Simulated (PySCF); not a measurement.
C4H4.

```xyz
8

C     -0.5206     0.5206    -0.5206
C      0.5206     0.5206     0.5206
C      0.5206    -0.5206    -0.5206
C     -0.5206    -0.5206     0.5206
H     -1.1442     1.1442    -1.1442
H      1.1442     1.1442     1.1442
H      1.1442    -1.1442    -1.1442
H     -1.1442    -1.1442     1.1442
```
Charge 0, spin multiplicity 1.

The structure is a stationary point at PBE0-D3(BJ)/def2-SVP.

Computed with PBE/pcSseg-1 (PySCF). Non-relativistic, no solvent.

Computed absolute GIAO shielding of each atom: isotropic value and principal components (ppm):
| atom | σ(iso) | σ11 | σ22 | σ33 | span |
|---|---|---|---|---|---|
| C1 | 207.1 | 168.1 | 226.6 | 226.6 | 58.5 |
| C2 | 207.1 | 168.1 | 226.6 | 226.6 | 58.5 |
| C3 | 207.1 | 168.1 | 226.6 | 226.6 | 58.5 |
| C4 | 207.1 | 168.1 | 226.6 | 226.6 | 58.5 |
| H5 | 28.4 | 25.1 | 25.1 | 35.0 | 9.9 |
| H6 | 28.4 | 25.1 | 25.1 | 35.0 | 9.9 |
| H7 | 28.4 | 25.1 | 25.1 | 35.0 | 9.9 |
| H8 | 28.4 | 25.1 | 25.1 | 35.0 | 9.9 |
